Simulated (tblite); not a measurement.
Species: C₄H₁₄BNSi.
SMILES with atom numbers: `[CH3:1][BH:2][SiH2:3][NH:4][CH2:5][CH2:6][CH3:7]` (hydrogens: H8, H9, H10 on C1; H11 on B2; H12, H13 on Si3; H14 on N4; H15, H16 on C5; H17, H18 on C6; H19, H20, H21 on C7)

Computed with GFN2-xTB (tblite), gas phase: L-BFGS steps from a force-field or distance-geometry start until the largest atomic force falls under 0.01 eV/Å.

Step 40: E = -587.2298 eV
```
atom  x, y, z in Å  |  force x, y, z in eV/Å
C1     -4.1345    0.4566    0.0052    0.035  -0.005   0.008
B2     -2.9525   -0.5706   -0.1162    0.086   0.014   0.018
Si3    -1.1383    0.0878    0.2487   -0.073   0.078  -0.132
N4      0.1032   -1.0887   -0.0296   -0.113   0.032  -0.064
C5      1.4689   -0.8755    0.3816   -0.041  -0.029   0.023
C6      2.2109    0.2155   -0.3886    0.059   0.066   0.011
C7      3.5510    0.5283    0.2597    0.079   0.037   0.002
H8     -3.9759    1.2325    0.7511    0.026   0.013   0.019
H9     -4.1881    0.9800   -0.9527   -0.016  -0.004  -0.022
H10    -5.1196    0.0243    0.1727    0.020  -0.038  -0.014
H11    -3.2199   -1.6640   -0.4536    0.050   0.019  -0.005
H12    -0.8661    1.3660   -0.4896   -0.050  -0.069   0.051
H13    -0.8965    0.4836    1.6462    0.008  -0.007   0.104
H14     0.0559   -1.5899   -0.9037    0.004  -0.037  -0.025
H15     1.4389   -0.6027    1.4383    0.006   0.047   0.029
H16     2.0290   -1.8090    0.2901   -0.015  -0.143   0.030
H17     1.5902    1.1104   -0.3935   -0.019   0.042  -0.014
H18     2.3718   -0.0930   -1.4239   -0.072  -0.032  -0.011
H19     4.2158   -0.3315    0.2207   -0.027  -0.052   0.017
H20     3.4094    0.8057    1.3022    0.021   0.015  -0.023
H21     4.0375    1.3512   -0.2563    0.029   0.053  -0.002
```

Step 41: E = -587.2334 eV
```
atom  x, y, z in Å  |  force x, y, z in eV/Å
C1     -4.1418    0.4512    0.0024    0.039  -0.047   0.012
B2     -2.9458   -0.5624   -0.1206    0.036   0.019   0.031
Si3    -1.1395    0.1032    0.2542   -0.054   0.080  -0.113
N4      0.0980   -1.0731   -0.0324   -0.072  -0.001  -0.040
C5      1.4635   -0.8698    0.3827   -0.010  -0.012   0.014
C6      2.2173    0.2103   -0.3932    0.038   0.062  -0.008
C7      3.5570    0.5202    0.2565    0.068   0.031   0.006
H8     -3.9978    1.2285    0.7516    0.043  -0.004  -0.035
H9     -4.2027    0.9697   -0.9594   -0.031  -0.014   0.043
H10    -5.1186   -0.0003    0.1747    0.035  -0.010  -0.045
H11    -3.1976   -1.6598   -0.4604    0.036   0.043  -0.007
H12    -0.8622    1.3879   -0.4638   -0.046  -0.036   0.012
H13    -0.8967    0.4902    1.6536    0.002  -0.018   0.121
H14     0.0469   -1.5858   -0.8991   -0.002  -0.028  -0.038
H15     1.4311   -0.5850    1.4361    0.008   0.036   0.032
H16     2.0182   -1.8087    0.3029   -0.037  -0.116   0.028
H17     1.6017    1.1080   -0.4114   -0.030   0.058   0.011
H18     2.3799   -0.1053   -1.4254   -0.064  -0.055  -0.030
H19     4.2232   -0.3368    0.2051   -0.005  -0.068   0.019
H20     3.4164    0.7829    1.3019    0.014   0.023   0.010
H21     4.0407    1.3519   -0.2469    0.031   0.057  -0.023
```

Step 42: E = -587.2361 eV
```
atom  x, y, z in Å  |  force x, y, z in eV/Å
C1     -4.1442    0.4469    0.0005    0.035  -0.061   0.011
B2     -2.9387   -0.5564   -0.1242   -0.013   0.016   0.035
Si3    -1.1401    0.1155    0.2552   -0.010   0.052  -0.035
N4      0.0930   -1.0629   -0.0367   -0.013  -0.015  -0.011
C5      1.4585   -0.8663    0.3835    0.012   0.005   0.003
C6      2.2205    0.2080   -0.3960    0.006   0.030  -0.017
C7      3.5607    0.5152    0.2542    0.037   0.015  -0.003
H8     -4.0094    1.2249    0.7515    0.052  -0.013  -0.066
H9     -4.2116    0.9629   -0.9634   -0.038  -0.021   0.082
H10    -5.1148   -0.0173    0.1762    0.037   0.003  -0.062
H11    -3.1791   -1.6565   -0.4637    0.023   0.049  -0.011
H12    -0.8584    1.4031   -0.4449   -0.036   0.020  -0.033
H13    -0.8963    0.4934    1.6598   -0.011  -0.035   0.087
H14     0.0408   -1.5850   -0.8977   -0.008  -0.012  -0.038
H15     1.4234   -0.5716    1.4346    0.005   0.017   0.019
H16     2.0100   -1.8099    0.3137   -0.068  -0.061   0.023
H17     1.6075    1.1078   -0.4224   -0.024   0.053   0.030
H18     2.3813   -0.1135   -1.4268   -0.049  -0.057  -0.028
H19     4.2251   -0.3424    0.1958    0.013  -0.063   0.017
H20     3.4203    0.7690    1.3013    0.011   0.030   0.030
H21     4.0427    1.3520   -0.2418    0.038   0.050  -0.033
```

Task: Estimate the geometry and energy of step 43. (The exact step hangs on the optimiser's Hessian estimate; all steps are aligned on step 42, rigid shifts and turns removed.)

Result: E = -587.2380 eV, largest force 0.093 eV/Å
```
atom  x, y, z in Å  |  force x, y, z in eV/Å
C1     -4.1431    0.4437   -0.0004    0.020  -0.049   0.010
B2     -2.9335   -0.5528   -0.1260   -0.028   0.006   0.028
Si3    -1.1399    0.1234    0.2540    0.030   0.014   0.044
N4      0.0895   -1.0584   -0.0405    0.031  -0.011   0.008
C5      1.4550   -0.8645    0.3841    0.016   0.015  -0.006
C6      2.2210    0.2080   -0.3976   -0.018  -0.004  -0.015
C7      3.5624    0.5129    0.2528    0.009   0.002  -0.012
H8     -4.0121    1.2226    0.7506    0.053  -0.013  -0.067
H9     -4.2159    0.9594   -0.9640   -0.034  -0.021   0.081
H10    -5.1102   -0.0264    0.1763    0.022   0.001  -0.057
H11    -3.1668   -1.6543   -0.4646    0.013   0.039  -0.016
H12    -0.8556    1.4118   -0.4347   -0.025   0.064  -0.062
H13    -0.8960    0.4936    1.6643   -0.021  -0.048   0.038
H14     0.0377   -1.5859   -0.8984   -0.011   0.006  -0.025
H15     1.4174   -0.5636    1.4341    0.003   0.001   0.000
H16     2.0043   -1.8116    0.3209   -0.086  -0.009   0.017
H17     1.6086    1.1089   -0.4266   -0.005   0.031   0.037
H18     2.3786   -0.1179   -1.4281   -0.036  -0.043  -0.011
H19     4.2239   -0.3473    0.1922    0.015  -0.036   0.014
H20     3.4216    0.7632    1.3009    0.013   0.030   0.025
H21     4.0441    1.3521   -0.2403    0.038   0.026  -0.030
```

The energy changes by -0.0019 eV. The first-order estimate −F·Δx gives -0.0026 eV and the mean of the old and new forces, exact on a quadratic surface, -0.0019 eV. The step makes an angle of 73° with the force vector and moves no atom by more than 0.014 Å.

The cost below is that of the whole relaxation. On one thread, Arm Neoverse N1 (aarch64) (shared host), this took 1.5 s of wall time.
